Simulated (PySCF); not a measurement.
# Two-component Hartree-Fock for Hg⁵¹⁺ (mercury, charge +51)

Start: [Ar] 3d10 4s1; 4s1/2 filled at m_j = +1/2. Calculated with PySCF 2.14 in an even-tempered Gaussian basis (16 s from 7.7 bohr⁻², ratio 2.8; 13 p from 10 bohr⁻², ratio 2.8; 8 d from 18 bohr⁻², ratio 2.8; 4 f from 39 bohr⁻², ratio 3): generalised Hartree-Fock with the X2C-1e Hamiltonian and a Gaussian nucleus; one run each with spin-orbit coupling (SO) switched off, then screened by Boettger's factors.

```
spinor shell  electrons  ε, spin-free (eV)  ε, screened SO (eV)  weight of nominal j (screened SO)  rms radius, screened SO (bohr)
       1s1/2          2           -86410.5             -86379.3                              1.000                          0.0187
       2s1/2          2           -17743.0             -17733.7                              1.000                          0.0754
       2p1/2          2           -15702.5             -17115.6                              1.000                          0.0638
       2p3/2          4           -15702.5             -15153.1                              1.000                          0.0718
       3s1/2          2            -6239.6              -6237.1                              1.000                           0.190
       3p1/2          2            -5637.1              -5968.0                              1.000                           0.181
       3d3/2          4            -5022.7              -5081.8                              1.000                           0.170
       3d5/2          6            -5022.7              -4982.4                              1.000                           0.174
       4s1/2          1            -3032.7              -3032.2                              1.000                           0.391
```

Q: Where does 3p3/2 lie, and what is the 3p spin-orbit splitting (screened SO)?

A: At -5506.3 eV, 461.68 eV above 3p1/2.

```
   quantity     spin-free   screened SO
E (hartree)  -17644.73784  -17675.52472
        M_J           1/2           1/2
       ⟨J²⟩         0.750         0.750
       ⟨L²⟩         0.000         0.087
       ⟨S²⟩         0.750         0.838
```

Each row is a mean over spinors that exchange with the open shell spreads, by up to 6.570 eV (3s1/2).

Breit and QED terms are absent; they matter most for the inner s and p1/2 levels.

Densities and radii are taken from the X2C orbitals without a picture-change correction, which distorts them close to the nucleus.

Without spin-orbit coupling the j labels of p, d and f shells carry no meaning; the spin-free column gives the mean over the occupied spinors of each nl shell.
